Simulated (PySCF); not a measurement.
An unknown gives this computed stick spectrum. The calculation used PySCF 2.14.0, density-fitted response routines, TDDFT wB97X-D/def2-SVPD, vertical, gas phase, core orbitals frozen in the response. Geometries: GFN2-xTB, one conformer each.

| state | λ (nm) | f |
| --- | --- | --- |
| S1 | 170.9 | 0.0003 |
| S2 | 162.6 | 0.0080 |
| S3 | 161.7 | 0.0076 |
| S4 | 154.6 | 0.018 |
| S5 | 150.8 | 0.019 |
| S6 | 149.8 | 0.0007 |
| S7 | 147.8 | 0.030 |
| S8 | 146.2 | 0.016 |

Triplets computed (Tamm–Dancoff): 7.02, 7.40, 7.53 eV.

Problem. Which candidate is it?
A. `CC(=O)c1cnn[nH]1`
B. `CC[Si@H](O[SiH3])N`
C. `CO[SiH2]OCCO`

Solution. C. Its S1, at 7.26 eV, is the highest among the candidates; the nearest of the others has S1 at 6.83 eV. S1 is HOMO-1→LUMO (88%). Löwdin shares by element: HOMO oxygen 59% or more, carbon 23% or more, hydrogen 7% or more; LUMO silicon 25%, hydrogen 21% or more, carbon 14% or more (atoms not listed hold the other 39%). At the same level the other candidates give, for their lowest levels:
- `CC(=O)c1cnn[nH]1`: 300 nm (f 0.000); 247 nm (f 0.002); 219 nm (f 0.293); 194 nm (f 0.018); 189 nm (f 0.010); T1 3.66 eV; HOMO -9.94, LUMO -0.42 eV
- `CC[Si@@H](N)O[SiH3]`: 181 nm (f 0.032); 167 nm (f 0.012); 161 nm (f 0.004); 160 nm (f 0.001); 156 nm (f 0.015); T1 6.60 eV; HOMO -9.29, LUMO 1.93 eV
